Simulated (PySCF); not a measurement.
**Electron correlation in Er⁵⁷⁺ (erbium, charge +57)**

[Ne] 3s1, 2S determinant. Computed with PySCF 2.14 in an even-tempered Gaussian basis (16 s from 15 bohr⁻², ratio 2.5; 10 p from 19 bohr⁻², ratio 2.5; 4 d from 69 bohr⁻², ratio 2.7; 4 f from 100 bohr⁻², ratio 2.7), with no relativity, point nucleus. Frozen: 1s2; 9 electrons correlated; the 17 highest virtual orbitals of each spin left out.

```
  level  correlation energy (mhartree)
   CCSD                        -320.57
    (T)                          -0.06
CCSD(T)                        -320.63
```

Diagnostics: T1 = 4.3e-05, D1 = 0.0002, largest double amplitude 0.002.

**Question.** Is a single reference adequate?

**Answer.** Yes, within this model without spin-orbit coupling: T1 lies below 0.03 and no double amplitude reaches 0.07.

At this charge a non-relativistic calculation is a model, useful for the Z dependence of the correlation energy.
